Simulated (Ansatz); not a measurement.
`[CH3][Sn]([CH3])([CH3])[F]` + HI → `[CH3][Sn]([CH3])([CH3])[I]` + H–F at 700 K and 1 bar (ligand exchange at the Sn–F bond).

Program: Ansatz. Geometries: PBE0-D4/def2-TZVP. ΔE: electronic, gas phase. CCSD(T)/CBS is the MP2 limit (def2-TZVPP, def2-QZVPP) plus CCSD(T) − MP2 in def2-TZVPP, frozen cores. This one scheme is used for every species. def2 core potentials past Kr. For I, Sn outer-core shells are correlated without core-valence functions, which leaves a few kJ/mol of doubt a bond.

| species | CCSD(T)/CBS energy (Eh) | H − E (kJ/mol) | S (J/(mol·K)) |
| --- | --- | --- | --- |
| `[CH3][Sn]([CH3])([CH3])[F]` | -433.45227 | 389.9 | 559.2 |
| HI | -298.03592 | 34.6 | 231.7 |
| `[CH3][Sn]([CH3])([CH3])[I]` | -631.11688 | 389.3 | 584.4 |
| H–F | -100.39570 | 45.2 | 198.5 |

H − E and S are ideal-gas, rigid-rotor, harmonic terms from PBE0-D4/def2-TZVP. 1 Eh = 2625.50 kJ/mol, R = 8.31446 J/(mol·K).

Q: By hand: ΔE, ΔH, ΔS and ΔG.

A: ΔE = (-631.11688) + (-100.39570) − (-433.45227) − (-298.03592) = -0.02439 Eh = -64.0 kJ/mol. Δ(H − E) = 389.3 + 45.2 − 389.9 − 34.6 = 10.0, so ΔH = -54.0 kJ/mol. ΔS = 584.4 + 198.5 − 559.2 − 231.7 = -8.0 J/(mol·K). ΔG = -54.0 − 700 × (-8.0)/1000 = -48.4 kJ/mol.

Q: By hand: the equilibrium constant, and the temperature at which ΔG would vanish if ΔH and ΔS stayed fixed.

A: log₁₀ K = −ΔG/(RT ln 10) = 3.6. ΔG = 0 at ΔH/ΔS = 6750 K, far beyond where these terms or the molecules hold.

The number of gas molecules stays the same, so ΔS is small and ΔH decides. A doubt of 5 kJ/mol in ΔE shifts log₁₀ K by 0.4 here. Modes under 60 cm⁻¹, often nearly free rotors, make the harmonic entropy too high. These are equilibria of isolated gas molecules and say nothing of rates. Largest T1 diagnostic: 0.011 (customary marks: 0.02 for closed shells, 0.045 for open ones).
